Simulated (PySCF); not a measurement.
## Static response to an electric field

Compound: Zn(nBu)2, C8H18Zn (singlet state).
Geometry (PBE0-D3(BJ)/def2-SVP, Å), atoms numbered from 1 in this order:
```xyz
27
C8H18Zn angstrom
Zn    -0.2059   -0.2050    0.0009
C     -0.2474   -0.1639    1.9586
C     -1.3041    0.7638    2.5612
C     -1.3679    0.7582    4.0896
C     -0.1154    1.2866    4.7716
H     -0.4070   -1.1961    2.3244
H      0.7608    0.1186    2.3121
H     -1.1328    1.8033    2.2232
H     -2.3033    0.4940    2.1761
H     -2.2373    1.3576    4.4127
H     -1.5683   -0.2728    4.4331
H     -0.2229    1.2865    5.8671
H      0.7686    0.6772    4.5288
H      0.1008    2.3218    4.4595
C     -0.1606   -0.2466   -1.9566
C      0.7806   -1.2902   -2.5601
C      0.7763   -1.3517   -4.0887
C      1.2817   -0.0888   -4.7691
H     -1.1906   -0.4187   -2.3233
H      0.1082    0.7656   -2.3097
H      1.8175   -1.1071   -2.2212
H      0.5224   -2.2936   -2.1775
H      1.3915   -2.2094   -4.4131
H     -0.2509   -1.5701   -4.4325
H      1.2948   -0.1992   -5.8643
H      0.6499    0.7818   -4.5347
H      2.3086    0.1524   -4.4477
```

Level: B3LYP/def2-SVPD (PySCF), static field, nuclei fixed, core orbitals frozen in the response. The polarisability tensor in these axes (au):

```
x   109.95  -2.71 -11.56
y    -2.71 109.90  11.37
z   -11.56  11.37 169.79
```

**Question.** What are the eigenvalues, a third of the trace, and Δα (Δα² = ½Σ(αi − αj)² over the three pairs)?

**Answer.** Principal values 107.22, 108.35 and 174.06 au; mean 129.88 au = 19.25 Å³ = 21.41 × 10⁻⁴⁰ C²·m²/J; Δα = 66.29 au (51 % of the mean).

**Question.** What is the dipole moment?

**Answer.** 0.14 D at this geometry.

**Question.** Refractivity n − 1 of an ideal gas of it at 500 K and 1 atm, from the electronic α?

**Answer.** N = p/kT = 1.4678 × 10¹⁹ cm⁻³, so n − 1 = 2π × N × 19.25 × 10⁻²⁴ cm³ = 1775 × 10⁻⁶ at long wavelengths.

**Question.** Traceless (Buckingham) quadrupole moment about the centre of nuclear charge: eigenvalues?

**Answer.** -7.35, 3.48, 3.86 D·Å. The values depend on the origin, since the dipole doesn't vanish. The electronic extent ⟨r²⟩ about the same centre is 3751 bohr², a root-mean-square distance of 3.31 Å for the 96 electrons.

**Question.** What depolarisation ratio follows for Rayleigh scattering of linearly polarised light, taking the static tensor?

**Answer.** ρ = 3Δα²/(45ᾱ² + 4Δα²) = 13181.8/(759081 + 17575.7) = 0.017.

**Question.** Directions of the eigenvectors, and the extent of the frame along each?

**Answer.** Largest value along (-0.18, 0.18, 0.97), where the nuclei span 11.88 Å; middle along (-0.68, 0.69, -0.26), 2.87 Å; least along (0.71, 0.70, 0.00), 3.03 Å. The strongest response lies along the longest span, while the other two are in reverse order.

Isolated species at its PBE0-D3(BJ)/def2-SVP geometry, gas phase.

These values come from a run that also computed excited states. Hardware: 2 threads of an Intel Xeon Platinum 8259CL at 2.50 GHz, no GPU (shared host). Cost: 4.6 min wall, 9.3 min CPU (grids of density and orbitals included), 2.2 GiB resident at most.
